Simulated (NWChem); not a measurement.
# AlHOCl2; SMILES [Cl][Al]([OH])[Cl]

```xyz
5

Al     0.3510     0.0077     0.0000
Cl    -0.6805    -1.8236     0.0000
Cl    -0.7077     1.8125     0.0000
O      2.0524     0.0974     0.0000
H      2.6167    -0.6920     0.0000
```
Atoms are numbered in this order, from 1.

Computed with NWChem. Pople sets run with spherical d functions. Geometry: optimised at PBE-D3(BJ)/def2-SVP. Vertical excitations in the gas phase; the lowest state need not have the same character in each row.

```
level                                     lowest excitation, singlet (eV)  oscillator strength of that lowest state  lowest state with f > 0.02, singlet (eV)  oscillator strength of that bright state  orbital gap (eV)
----------------------------------------  -------------------------------  ----------------------------------------  ----------------------------------------  ----------------------------------------  ----------------
PBE/6-31+G*, TDA                                                     5.76                                     0.008                                      6.24                                     0.049              5.65
B3LYP/6-31+G*, TDA                                                   6.30                                     0.012                                      6.80                                     0.062              7.32
Hartree-Fock/6-31+G*, CIS                                            8.28                                     0.038                                      8.28                                     0.038             13.48
LDA (Slater exchange, VWN5)/6-31+G*, TDA                              [?]                                     0.008                                      6.20                                     0.047               [?]
```

Question: Complete the blanks.

Answer: 
- LDA (Slater exchange, VWN5)/6-31+G*, TDA, lowest excitation, singlet (eV): 5.70
- LDA (Slater exchange, VWN5)/6-31+G*, TDA, orbital gap (eV): 5.57
